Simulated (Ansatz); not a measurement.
Coupled-cluster diagnostics for Si(eta1-allyl)H3 (C3H8Si), Ansatz.

Geometry of the singlet (r2SCAN-D4/def2-SVP):

```tsv
atom	x (Å)	y (Å)	z (Å)
C1	0.791	0.210	0.093
C2	-0.390	0.918	-0.491
C3	-1.325	1.578	0.204
Si4	0.591	-1.677	0.038
H5	1.714	0.456	-0.462
H6	0.953	0.507	1.144
H7	-0.498	0.849	-1.583
H8	-1.267	1.674	1.295
H9	-2.178	2.048	-0.294
H10	0.332	-2.123	-1.366
H11	-0.559	-2.097	0.894
H12	1.836	-2.344	0.530
```

Correlated methods freeze 8 core orbitals. Another isomer (singlet) lies 0.34 eV lower at PBE0-D4/def2-TZVP; other spin states weren't run for this one.

(1) Estimate the CCSD(T) correlation energy, the shares of MP2 and (T), T1 and the reference's ⟨S²⟩ for: charge 0, singlet, own geometry in def2-TZVP; and the rough time on 2 threads of Arm Neoverse V1 on a shared host.

Results:

(1) 
```
                          state      basis  correlation (eV)  MP2 share (%)  (T) share (%)     T1  ⟨S²⟩ (pure)  wall time
charge 0, singlet, own geometry  def2-TZVP           -18.828           88.1            3.9  0.011  0.00 (0.00)       41 s
```
Customary marks for T1 are 0.02 (closed shells), 0.045 (open shells) and about 0.05 (3d metals). T1 stays under 0.02 throughout.
